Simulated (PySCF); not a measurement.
# RbIn: script and output

The script input.py:

```python
from pyscf import gto, scf

mol = gto.M(
    atom='Rb 0 0 0; In 0 0 3.45',
    basis='def2-svpd',
    ecp={'Rb': 'def2-svpd', 'In': 'def2-svpd'},
    charge=0,
    spin=0,
    verbose=4,
)
mf = scf.UHF(mol)
mf.kernel()
mf.dip_moment()
print('orbital energies (hartree):', [e[max(0, n-3):n+3].round(4) for e, n in zip(mf.mo_energy, mol.nelec)])
```

```bash
$ OMP_NUM_THREADS=1 python input.py
```

The log (some set-up lines and the per-cycle HOMO/LUMO lines with their warnings removed):

```
PySCF version 2.14.0

[INPUT] Symbol           X                Y                Z      unit          X                Y                Z       unit  Magmom
[INPUT]  1 Rb     0.000000000000   0.000000000000   0.000000000000 AA    0.000000000000   0.000000000000   0.000000000000 Bohr   0.0
[INPUT]  2 In     0.000000000000   0.000000000000   3.450000000000 AA    0.000000000000   0.000000000000   6.519555129749 Bohr   0.0

nuclear repulsion = 28.989708076487
number of shells = 23
number of NR pGTOs = 105
number of NR cGTOs = 59
basis = def2-svpd
ecp = {'Rb': 'def2-svpd', 'In': 'def2-svpd'}

******** <class 'pyscf.scf.uhf.UHF'> ********
method = UHF
initial guess = minao
damping factor = 0
level_shift factor = 0
DIIS = <class 'pyscf.scf.diis.CDIIS'>
SCF conv_tol = 1e-09
SCF max_cycles = 50
number electrons alpha = 15  beta = 15
init E= -188.552441950681
cycle= 1 E= -212.522431118342  delta_E=  -24  |g|= 0.901  |ddm|= 8.53
cycle= 2 E= -212.780333704388  delta_E= -0.258  |g|= 0.48  |ddm|= 3.05
cycle= 3 E= -212.97430688108  delta_E= -0.194  |g|= 0.0957  |ddm|= 1.29
cycle= 4 E= -212.986598912943  delta_E= -0.0123  |g|= 0.0172  |ddm|= 0.407
cycle= 5 E= -212.987644486318  delta_E= -0.00105  |g|= 0.00551  |ddm|= 0.172
cycle= 6 E= -212.987807662681  delta_E= -0.000163  |g|= 0.00153  |ddm|= 0.0728
cycle= 7 E= -212.987819196401  delta_E= -1.15e-05  |g|= 0.000439  |ddm|= 0.0158
cycle= 8 E= -212.987820264429  delta_E= -1.07e-06  |g|= 0.000112  |ddm|= 0.00448
cycle= 9 E= -212.987820364617  delta_E= -1e-07  |g|= 4.17e-05  |ddm|= 0.00185
cycle= 10 E= -212.987820383528  delta_E= -1.89e-08  |g|= 2.1e-05  |ddm|= 0.00092
cycle= 11 E= -212.987820388398  delta_E= -4.87e-09  |g|= 2e-05  |ddm|= 0.000266
cycle= 12 E= -212.987820388341  delta_E= 5.72e-11  |g|= 2.01e-05  |ddm|= 1.52e-05
Extra cycle  E= -212.987820392441  delta_E= -4.1e-09  |g|= 2.33e-05  |ddm|= 0.000164
converged SCF energy = -212.987820392441  <S^2> = 7.7689105e-07  2S+1 = 1.0000016
Dipole moment(X, Y, Z, Debye):  0.00000, -0.00000, -5.74616
orbital energies (hartree): [array([-0.7957, -0.3801, -0.1398,  0.0044,  0.0058,  0.0058]), array([-0.7957, -0.3801, -0.1399,  0.0044,  0.0058,  0.0058])]
```

In short: E(SCF) = -212.987820 Eh, 12 cycles, μz(SCF) = -5.75 D.

It ran on Intel Xeon 6975P-C (1 thread, shared host) in 0.78 s.

The bond length is a typed value, not an optimised one. No search for the lowest solution was made.
